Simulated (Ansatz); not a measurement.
Stretching the Al1–H2 bond in AlH3Se (SMILES [AlH2][SeH]) (multiplicity 1 held, fragments rigid). Energies count from the point at 1.573 Å.
Geometry at that point (charge 0, multiplicity 1):
```tsv
atom	x (Å)	y (Å)	z (Å)
Al	0.3641	0.0275	-1.5573
H	-0.6985	-0.5698	-2.5521
H	1.7454	0.6424	-1.9937
Se	-0.2012	-0.0305	0.6966
H	1.0606	0.6067	1.1072
```

Restricted levels (R-, RO-) in cc, def2 and unpolarised 6-31G sets keep to the state of the molecule at rest. U- levels take the lowest unrestricted solution at each point, which mixes spins at long bonds. Active spaces are followed from a long bond inwards. Curves can end on different states.

Frozen-core correlation. Filled d and f shells under p-block atoms count as core.

Programs: Ansatz (a quantum-chemistry and plane-wave program) with Gaussian orbitals. Values without a source in brackets are computed.

Energies in kJ/mol.

| R (Å) | R-HF/def2-SVP | R-MP2/def2-SVP | U-MP2/def2-SVP | U-SCS-MP2/def2-SVP | U-CCSD(T)/def2-SVP | FIC-MRCISD+Q on CASSCF(2,2)/def2-SVP |
|---|---|---|---|---|---|---|
| 1.259 | 110 | 108 | 108 | 108 | 108 | 108 |
| 1.416 | 22 | 21 | 21 | 21 | 22 | 21 |
| 1.573 | 0 | 0 | 0 | 0 | 0 | 0 |
| 1.731 | 15 | 15 | 15 | 15 | 14 | 14 |
| 1.888 | 49 | 49 | 49 | 49 | 46 | 46 |
| 2.124 | 117 | 115 | 115 | 114 | 107 | 107 |
| 2.360 | 191 | 184 | 196 | 197 | 169 | 168 |
| 2.753 | 305 | 288 | 292 | 301 | 256 | 252 |
| 3.147 | 401 | 369 | 324 | 335 | 313 | 305 |
| 3.619 | 496 | 438 | 336 | 347 | 345 | 337 |
| 4.248 | 589 | 485 | 340 | 351 | 353 | 351 |
| 5.035 | 668 | 485 | 341 | 352 | 354 | 354 |

Doubts at one or more of the structures used: a restricted determinant that unrestricted orbitals would lower (R-HF/def2-SVP, R-MP2/def2-SVP); a spin-contaminated determinant (U-MP2/def2-SVP, U-SCS-MP2/def2-SVP, U-CCSD(T)/def2-SVP); T1 above 0.05 (U-CCSD(T)/def2-SVP).
